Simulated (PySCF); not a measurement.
Orbital picture of TiO

revPBE at R = 1.600 Å; PySCF, no relativity, basis sets Ti def2-TZVPP, O def2-TZVPP. State: ³Δ (triplet), unpaired electrons σ ↑, δ ↑. Only the outer orbitals are listed, counted within each symmetry.

```
spin  orbital  occ.  ε (eV)  on Ti (%)           main shells (%)
   α       7σ     1  -21.07          9                    91 O s
   α       3π     1   -7.66         27           72 O p, 24 Ti d
   α       3π     1   -7.66         27           72 O p, 24 Ti d
   α       8σ     1   -7.65         30           66 O p, 27 Ti d
   α       9σ     1   -4.24         97  79 Ti s, 10 Ti d, 9 Ti p
   α       1δ     1   -4.13        100                  100 Ti d
   α       1δ     0   -3.17        100                  100 Ti d
   α       4π     0   -2.48         89  52 Ti d, 37 Ti p, 11 O p
   α       4π     0   -2.48         89  52 Ti d, 37 Ti p, 11 O p
   β       2π     1  -36.40        100                  100 Ti p
   β       2π     1  -36.40        100                  100 Ti p
   β       7σ     1  -21.21          9                    91 O s
   β       3π     1   -7.65         22           78 O p, 19 Ti d
   β       3π     1   -7.65         22           78 O p, 19 Ti d
   β       8σ     1   -7.56         25           72 O p, 22 Ti d
   β       9σ     0   -2.86        100                   86 Ti s
   β       1δ     0   -2.52        100                  100 Ti d
   β       1δ     0   -1.81        100                  100 Ti d
```

Question: Which are the highest filled and the lowest empty level, where do they sit, and how wide is the gap?

Answer: Highest filled α 1δ at -4.13 eV (in %: 100 Ti d); lowest empty α 1δ at -3.17 eV (in %: 100 Ti d); the gap at revPBE is 0.96 eV. Both belong to one degenerate shell, split only by its one-sided filling, so this is no excitation gap.

```json
{"bond order (Mayer)": "2.40", "⟨S²⟩": "2.011", "charge on Ti (Mulliken, basis-dependent)": "0.45", "charge on Ti (Löwdin, basis-dependent)": "-0.09", "dipole moment (positive dipole means Ti(−)O(+))": "-3.10 D"}
```

With d or f electrons several states lie close, and the lowest PBE0 determinant need not be the measured ground state.
